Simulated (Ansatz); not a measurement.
Computed with Ansatz on PBE0-D4/def2-TZVP structures; ΔE is electronic, products minus reactants. CCSD(T)/CBS is the MP2 limit (def2-TZVPP, def2-QZVPP) plus CCSD(T) − MP2 in def2-TZVPP, frozen cores. Functionals use def2-TZVPP. One conformer a species, not always the lowest.

Reaction (redistribution): `COB(N)O` + `O=C[SiH](O)Cl` → `NB(O)C=O` + `CO[SiH](O)Cl`

```
             level  ΔE (kJ/mol)
         r2SCAN-D4        -15.9
              PBE0        -14.4
SCS-MP2/def2-TZVPP        -21.5
SCS-MP2/def2-QZVPP        -21.8
```

(1) What does CCSD(T)/CBS give? (Estimate.)

Largest T1 diagnostic among the species: 0.014.

Results:

(1) Ansatz gave: -19.1 kJ/mol. The listed levels differ from it by 3.2, 4.7, -2.4, -2.7 kJ/mol.
